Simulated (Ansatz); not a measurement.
Program: Ansatz. Geometries: PBE0-D4/def2-TZVP. ΔE: electronic, gas phase. CBS: MP2 limit from def2 TZ/QZ plus the TZ coupled-cluster correction, frozen cores. Functionals use def2-TZVPP. B3LYP here is the variant with VWN-RPA as its local correlation; programs differ in this. For Zn outer-core shells are correlated without core-valence functions, which leaves a few kJ/mol of doubt a bond. Scalar relativity is left out up to krypton. One conformer a species, not always the lowest.

Reaction (ligand exchange at a B–C bond): `BC[SiH2]BO` + `C[NH][ZnH]` → `B[N](C)[ZnH]` + `C[SiH2]BO`

```tsv
level	ΔE (kJ/mol)	difference from CCSD(T)/CBS
r2SCAN-D4	-139.0	2.4
PBE0-D4	-137.3	4.1
ωB97M-V	-140.0	1.4
B2PLYP	-145.3	-3.9
PBE0	-137.5	3.9
B3LYP	-143.9	-2.5
HF/def2-TZVPP	-149.6	-8.2
HF/def2-QZVPP	-149.1	-7.7
MP2/CBS(def2)	-140.1	1.3
CCSD/CBS(def2)	-141.0	0.4
CCSD(T)/CBS	-141.4	0
```

Largest T1 diagnostic among the species: 0.016.
